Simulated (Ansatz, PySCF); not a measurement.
Gas-phase reaction (SMILES): C[Si](Cl)(Cl)N[SiH3] + N (NH3) + 3 [SiH4] (SiH4) → C[SiH3] + 2 N[SiH3] + 2 [SiH3]Cl; bond separation energy.

Geometries: B3LYP-D3(BJ)/def2-TZVP minima from Ansatz (a first-principles code), one conformer each, not searched for the lowest. Correlated levels leave the core frozen unless marked. Spin-orbit coupling is left out. Non-relativistic. Basis-set limits of correlation are two-point, X^-3; Hartree-Fock from the larger set. The bracket is a focal-point correction in the basis named. Thermal terms are rigid-rotor harmonic-oscillator values from B3LYP-D3(BJ) frequencies (Ansatz or PySCF) at 298.15 K and 1 atm. 1 Eh = 627.5095 kcal/mol.

| species | E, RI-MP2/CBS(cc-pV(T+d)Z,cc-pV(Q+d)Z)+[CCSD(T)-MP2]/cc-pV(T+d)Z (Ansatz) (Eh) | E, PBE0-D4/def2-TZVPD (Ansatz + dftd4) (Eh) | H - E (Eh) |
|---|---|---|---|
| C[Si](Cl)(Cl)N[SiH3] | -1594.85413 | -1596.07534 | 0.09356 |
| C[SiH3] | -330.73641 | -331.05339 | 0.06602 |
| N (NH3) | -56.50668 | -56.51535 | 0.03799 |
| N[SiH3] | -346.80066 | -347.11051 | 0.05540 |
| [SiH3]Cl | -750.69114 | -751.28173 | 0.03058 |
| [SiH4] (SiH4) | -291.46100 | -291.75741 | 0.03520 |

**Question.** Work out ΔE and ΔH at 298.15 K at the first level, then ΔH at the second.

**Answer.** 
1. ΔE = [(-330.73641) + 2×(-346.80066) + 2×(-750.69114)] - [(-1594.85413) + (-56.50668) + 3×(-291.46100)] = 0.02380 Eh = 14.9 kcal/mol at RI-MP2/CBS(cc-pV(T+d)Z,cc-pV(Q+d)Z)+[CCSD(T)-MP2]/cc-pV(T+d)Z.
2. The terms H - E add up to 0.00083 Eh, so ΔH = (0.02380 + (0.00083))×627.5095 = 15.5 kcal/mol.
3. At PBE0-D4/def2-TZVPD the same steps give ΔE = 15.7 and ΔH = 16.2 kcal/mol, a shift of +0.7 from the first level.
4. These values are not checked against measurement here, since the tables used lack a sound gas-phase enthalpy of formation for at least one species.
